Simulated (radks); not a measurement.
The fluorine anion F-, [Ne], held by a Watson sphere: a shell of charge +0.81 at radius R that stands for the Madelung well of a crystal (potential energy -0.81/R inside, -0.81/r outside, in hartree with lengths in bohr). Method: non-relativistic Kohn-Sham, LB94 model potential, spin-unpolarised, spherical densities, point nucleus; computed with a radial shooting solver on a logarithmic mesh with Libxc functionals. Response by self-consistent Sternheimer equations with the Hartree and adiabatic LDA kernel. The sphere does not respond.

| R (bohr) | e(1s) (eV) | e(2s) (eV) | e(2p) (eV) | <r> 2p (bohr) | sum of <r^2> (bohr^2) | X-ray form factor at sin(theta)/lambda = 0.3 1/angstrom | alpha (bohr^3) |
|---|---|---|---|---|---|---|---|
| 1.61 | -683.40 | -32.209 | -14.267 | 1.170 | 13.81 | 5.204 | 5.848 |
| 1.87 | -682.99 | -31.309 | -13.475 | 1.188 | 14.27 | 5.167 | 6.553 |
| 2.26 | -682.24 | -30.146 | -12.398 | 1.208 | 14.80 | 5.140 | 7.587 |
| 2.38 | -682.00 | -29.830 | -12.096 | 1.213 | 14.93 | 5.135 | 7.890 |
| 2.88 | -681.04 | -28.691 | -10.986 | 1.227 | 15.36 | 5.125 | 9.035 |
| 2.89 | -681.03 | -28.671 | -10.966 | 1.227 | 15.37 | 5.125 | 9.056 |
| 3.3 | -680.34 | -27.918 | -10.220 | 1.234 | 15.60 | 5.123 | 9.823 |
